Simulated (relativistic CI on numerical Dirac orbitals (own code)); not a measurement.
## Nd4+: 4s photoemission

Computed with this model: Dirac-Coulomb-Breit CI, orbitals from a KLI potential per configuration, a model potential for QED, multiplet model of photoemission in the sudden approximation, unscaled Slater integrals; configurations [Xe] 4f2 → [Ar] 3d10 4s 4p6 4d10 4f2 5s2 5p6; 300 K; Lorentzian 3 eV and Gaussian 0.7 eV FWHM. Energies are those of the free ion, without screening or charge transfer. The energies are binding energies and can lie tens of eV above those of solids. Without intra-shell correlation the exchange splitting of an s hole comes out too large, often by half or more. S is read from ⟨S²⟩ = S(S + 1).

free ion: ground-state S = 0.98, centroid 387.30 eV. Peaks (eV, height): 385.8 (100), 390.6 (50).

Strongest unbroadened transitions for free ion:

| Energy (eV) | Relative strength |
| --- | --- |
| 385.66 | 100.0 |
| 385.87 | 55.0 |
| 386.97 | 0.0 |
| 387.14 | 0.3 |
| 388.80 | 0.8 |
| 388.82 | 4.8 |
| 390.87 | 66.0 |
| 392.16 | 0.0 |
